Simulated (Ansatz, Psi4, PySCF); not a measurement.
H₃Sb, triplet, geometry from GFN2-xTB (a higher spin typed on purpose: for a closed-shell molecule this is an excited state) (core potentials on Sb), atoms displaced at random by about 0.08 Å a coordinate. Base run: HF/def2-SVP, gradient in PySCF.

The PySCF input:
```python
from pyscf import gto, scf

mol = gto.M(
    atom='''
Sb    0.017799   -0.017859   -0.083409
H    -0.442453   -1.939666    0.065951
H     0.329149    1.871783    0.017295
H     1.572569   -0.232810   -0.278658
''',
    basis='def2-svp',
    ecp={'Sb': 'def2-svp'},
    charge=0,
    spin=2,
    verbose=4,
)

mf = scf.UHF(mol)
mf.kernel()
g = mf.nuc_grad_method()
grad = g.kernel()
```

Programs used: Ansatz (a first-principles code), Psi4, PySCF; a row that names a program was run with it.

The coordinate followed is x of atom 2.

Variants of this job, named by their change:

| change | dE/dx (Eh/bohr) | net force (Eh/bohr) |
|---|---|---|
| base | -0.003701 | 0.000000 |
| density fitting = on | -0.003704 | 0.000000 |
| code = psi4 | -0.003704 | 0.000000 |
| conv_tol = 1e-6 | -0.003732 | 0.000000 |
| conv_tol = 1e-11 | -0.003701 | 0.000000 |
| finite difference step (bohr) = 1e-5; conv_tol = 1e-11 | -0.003701 | - |
| finite difference step (bohr) = 0.05; conv_tol = 1e-11 | -0.003695 | - |
| density fitting = on; auxbasis_response = off | -0.003706 | 0.000047 |
| code = ansatz | -0.003701 | 0.000000 |
| finite difference step (bohr) = 0.2; conv_tol = 1e-11 | -0.003608 | - |
| finite difference step (bohr) = 1e-4; conv_tol = 1e-11 | -0.003701 | - |
| finite difference step (bohr) = 0.01; conv_tol = 1e-11 | -0.003701 | - |

The net force is zero for an exact gradient.

Open shells are given as the SCF converged; they aren't shown to be the lowest states, and a large step between rows can be another state.
